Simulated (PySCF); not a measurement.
# Working out the excitation energy of P²⁺

P²⁺ [Ne] 3s2 3p1 (2P) → P²⁺ [Ne] 3s1 3p2 (4P). Computed with PySCF 2.14 in x2c-TZVPPall (5s5p3d1f, 42 functions), with the spin-free X2C one-electron Hamiltonian (Gaussian nucleus). Frozen: 1s2. Energies in hartree (1 hartree = 27.21139 eV):

```csv
part,P²⁺ (lower),P²⁺ (upper)
UHF,-340.458611,-340.255814
CCSD correlation,-0.222831,-0.170247
(T),-0.002713,-0.000928
```

Q: What does Hartree-Fock give?

A: (-340.255814) − (-340.458611) = 0.202797 hartree = 5.518 eV.

Q: What do CCSD and CCSD(T) give?

A: The CCSD correlation energies differ by 0.052584 hartree = 1.431 eV and the triples by 0.001785 hartree = 0.049 eV, so CCSD gives 6.949 eV and CCSD(T) 6.998 eV.
